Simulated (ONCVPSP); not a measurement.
# Reading a pseudo-wave (H (Z = 1))

Columns: radius, all-electron u(r) and pseudo u(r) of the 1s shell (level -12.68 eV) of hydrogen in the configuration 1s0.5; PBE, scalar-relativistic, ONCV scheme, ONCVPSP 4.0.1.

```tsv
r (bohr)	all-electron	pseudo
0.070	0.1408	0.1162
0.140	0.2620	0.2286
0.210	0.3654	0.3338
0.280	0.4529	0.4290
0.350	0.5262	0.5121
0.420	0.5867	0.5821
0.490	0.6358	0.6388
0.560	0.6749	0.6829
0.630	0.7051	0.7155
0.700	0.7275	0.7380
0.770	0.7430	0.7523
0.840	0.7525	0.7598
0.910	0.7568	0.7619
0.980	0.7566	0.7597
1.050	0.7524	0.7541
1.120	0.7450	0.7457
1.190	0.7347	0.7349
1.260	0.7220	0.7220
1.330	0.7074	0.7074
1.400	0.6912	0.6912
1.470	0.6737	0.6737
1.540	0.6551	0.6551
1.610	0.6358	0.6358
1.680	0.6160	0.6160
1.750	0.5957	0.5957
1.820	0.5753	0.5753
```

Problem. How many radial nodes do the two functions have?

Solution. The all-electron 1s function has n − l − 1 = 0; the pseudo-wave has 0.

Problem. At about which radius was the pseudo-wave matched?

Solution. 1.35 bohr. The columns agree to 0.0005 from 1.19 bohr on; several derivatives are matched, so the curves merge somewhat inside the radius.

Problem. Where does each function peak?

Solution. Outermost all-electron maximum near 0.91 bohr, pseudo maximum near 0.91 bohr (to the table’s step).

Problem. Is the pseudo-wave norm-conserving?

Solution. Yes: the ONCV scheme keeps the norm inside the radius equal to the all-electron one, which fixes the energy derivative of the logarithmic derivative at the level.
